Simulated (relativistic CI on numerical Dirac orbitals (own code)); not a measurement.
Mn6+ in a cubic cluster: 2p photoemission with charge transfer

Computed with a charge-transfer multiplet model of a cubic metal-ligand cluster with up to 2 ligand holes, Slater and spin-orbit integrals from Dirac-Coulomb-Breit ions, Slater integrals scaled by 0.9. The ground state mixes d1 with configurations of k ligand holes L, whose averages lie at kΔ + k(k − 1)U_dd/2; a core hole lowers each added d electron by U_cd. 300 K, Lorentzian 0.6 eV and Gaussian 0.8 eV FWHM.

Atomic integrals in eV (Slater integrals scaled, ζ unscaled), ground: F2dd 11.938, F4dd 7.546, zeta_d 0.064; with the core hole: F2dd 11.938, F4dd 7.546, zeta_d 0.092, zeta_core 6.783, F2cd 8.752, G1cd 7.048, G3cd 4.019. Where a configuration has fewer than two d electrons, the dd integrals are those of d2.

Cluster parameters (eV): Δ = 0.3, U_dd = 6.9, U_cd = 7.7, 10Dq(ligand) = 1.2, V(eg) = 3.15, V(t2g) = -1.48, final-state hopping factor = 0.8.

```tsv
Case	n_d	d1	d2L	d3L2	S
10Dq = 0.45 eV	1.92	0.26	0.57	0.17	0.50
10Dq = 0.75 eV	1.91	0.26	0.56	0.17	0.50
10Dq = 1.65 eV	1.89	0.27	0.56	0.17	0.50
```

Weights, n_d and S are thermal averages at 300 K. Binding energies count from the first peak over 30 % of the highest in each spectrum, which can be another peak from case to case. The parameters are a model scan and need not match a compound or its usual spin state. Peaks in eV (height, largest 100):
- 10Dq = 0.45 eV: 0.0 (100), 6.2 (13), 8.1 (13), 11.7 (49), 16.6 (12)
- 10Dq = 0.75 eV: 0.0 (100), 6.4 (13), 7.9 (13), 11.7 (49), 16.6 (12)
- 10Dq = 1.65 eV: 0.0 (100), 4.1 (14), 6.8 (13), 11.9 (49), 16.5 (12), 24.3 (5)

For the case 10Dq = 0.75 eV, Δ = 0.3 eV is smaller than U_dd = 6.9 eV, the charge-transfer side of the Zaanen-Sawatzky-Allen scheme. With the core hole the average of the configuration with one ligand hole lies at Δ − U_cd = -7.4 eV before mixing: it lies below the unscreened one, so the lowest final states are mostly screened and the unscreened weight appears at higher binding energy as a satellite.

With at most 2 ligand holes the space is cut while the next configuration still counts, so covalency is underestimated, and a final configuration with one more ligand hole, which can lie low, is missing from the spectra.
